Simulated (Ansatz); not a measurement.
```yaml
crystal:
  periodic: [false, false, false]
  atoms:
    - {symbol: O, position_ang: [-1.219188, 0.442500, -1.399631]}
    - {symbol: Zr, position_ang: [-0.167767, -0.074031, 0.088619]}
    - {symbol: S, position_ang: [-0.487495, 1.322689, 2.061210]}
    - {symbol: S, position_ang: [-0.780274, -2.337349, 0.746406]}
    - {symbol: S, position_ang: [2.211863, 0.075636, -0.454256]}
    - {symbol: H, position_ang: [-1.828857, 0.870856, -1.995685]}
    - {symbol: H, position_ang: [-0.124311, 2.417976, 1.362421]}
    - {symbol: H, position_ang: [0.423747, -2.485920, 1.335166]}
    - {symbol: H, position_ang: [1.972282, -0.232359, -1.744250]}
basis:
  gaussian: {orbitals: def2-TZVP, final_grid: {core_spheres: 1, valence_spheres: 1, degree: 1}}
hamiltonian: {xc: {name: r2SCAN}}
scf: {lower_state_search: light}
output: {forces: true}
```

```sh
$ ansatz run in.yaml --threads 4 --pin off --events-out ev --progress --plain --max-ram 10444MiB
```

Output, abridged:

```
Functional definition: r2SCAN
1431 factors; their error is unknown
mean field evaluation 1: about -35896.3246 eV, gradient 6.8e1 eV
mean field evaluation 2: about -35819.5712 eV, gradient 1.9e2 eV
mean field evaluation 4: about -35902.9358 eV, gradient 2.3e1 eV
mean field evaluation 8: about -35904.4832 eV, gradient 2.4e-1 eV
a density is far from that of the atoms, so the factors are made again for it
1861 factors; integrals over basis functions are off by at most 1.8e-4 eV
mean field -36615.25187539 eV, -1345.5856877116 hartree, gradient 1.9e-5 eV, S^2 0.000000; 0 other end points of the search recorded, 0 dependent functions left out
reference -36615.25191497 eV, -1345.5856891660 hartree; 36, 36 occupied and 170, 170 virtual orbitals, 1861 factors
Total energy: -36615.25191497 eV, -1345.5856891660 hartree
Atom 0 at    -1.219188     0.442500    -1.399631 Å, force     6.269198     2.865435    -3.080917 eV/Å
Atom 1 at    -0.167767    -0.074031     0.088619 Å, force   -52.626099    97.963727    22.104379 eV/Å
Atom 2 at    -0.487495     1.322689     2.061210 Å, force    68.822178  -132.364756    11.180647 eV/Å
Atom 3 at    -0.780274    -2.337349     0.746406 Å, force   -79.429875   -33.336687    10.826934 eV/Å
Atom 4 at     2.211863     0.075636    -0.454256 Å, force    12.665118    16.763908    91.883352 eV/Å
Atom 5 at    -1.828857     0.870856    -1.995685 Å, force    -0.429988    -1.313867    -7.428881 eV/Å
Atom 6 at    -0.124311     2.417976     1.362421 Å, force   -32.674140    61.447111   -56.418323 eV/Å
Atom 7 at     0.423747    -2.485920     1.335166 Å, force    63.323620    22.274464    -3.840250 eV/Å
Atom 8 at     1.972282    -0.232359    -1.744250 Å, force    14.079988   -34.299336   -65.226940 eV/Å
Dipole moment:    -1.362231     1.142331    -5.283341 e Å
```

In this input the integration grid is far too coarse. Self-consistency was reached. The result belongs to that input, not to the molecule as meant.
